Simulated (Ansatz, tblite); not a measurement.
Series CuX2: vertical IE (eV) at several levels, gas phase, relaxed structures; Ansatz, xTB through tblite. Raw xTB energies of ions are shifted by several eV. The spins of the ions were chosen, not always searched. Names give formal oxidation states. A dash marks a value that wasn't run or was left out as unsound. The structures are stationary points that may keep the symmetry of their start. Correlated methods freeze inner cores and use unrestricted references for open shells. Remarks come from the PBE and PBE0 runs and from stability tests at other levels; not every state was tested. HOMO above LUMO (over both spins in singlets and doublets, within one spin in higher multiplets; at PBE or PBE0), or a gap under 0.15 eV within one spin, warns that the state may not be the lowest or that an electron is smeared out.

```tsv
species	state	geometry	GFN1-xTB	PBE-D4/def2-TZVP	r2SCAN-D4/def2-TZVP	PBE0-D4/def2-TZVP	CCSD(T)/def2-TZVPP	remarks
CuCl2	doublet to triplet	r2SCAN-D4/def2-TZVP	14.79	10.40	10.61	10.94	10.88	HOMO above LUMO, gap within one spin near zero
Cu(SH)2 (CuH2S2)	doublet to triplet	PBE0-D4/def2-TZVP	14.06	9.26	9.17	8.99	7.97	–
Cu(NH2)2 (CuN2H4)	doublet to triplet	r2SCAN-D4/def2-TZVP	13.20	8.52	8.22	8.12	7.93	–
CuMe2 (C2H6Cu)	doublet to triplet	r2SCAN-D4/def2-TZVP	13.91	–	8.50	8.55	–	HOMO above LUMO, gap within one spin near zero
```

Estimate the rows for CuF2 (doublet to triplet, PBE-D4/def2-TZVP geometry).


```csv
species,state,geometry,GFN1-xTB,PBE-D4/def2-TZVP,r2SCAN-D4/def2-TZVP,PBE0-D4/def2-TZVP,CCSD(T)/def2-TZVPP,remarks
CuF2,doublet to triplet,PBE-D4/def2-TZVP,15.34,12.08,12.30,12.81,13.41,gap within one spin near zero
```

Over the 4 species that have every level, the mean is 14.35 at GFN1-xTB, 10.07 at PBE-D4/def2-TZVP, 10.07 at r2SCAN-D4/def2-TZVP, 10.22 at PBE0-D4/def2-TZVP, 10.05 at CCSD(T)/def2-TZVPP. The mean absolute difference from CCSD(T)/def2-TZVPP, which is a yardstick and not exact, is 4.30 for GFN1-xTB, 0.92 for PBE-D4/def2-TZVP, 0.72 for r2SCAN-D4/def2-TZVP, 0.46 for PBE0-D4/def2-TZVP (levels in sets of like size).
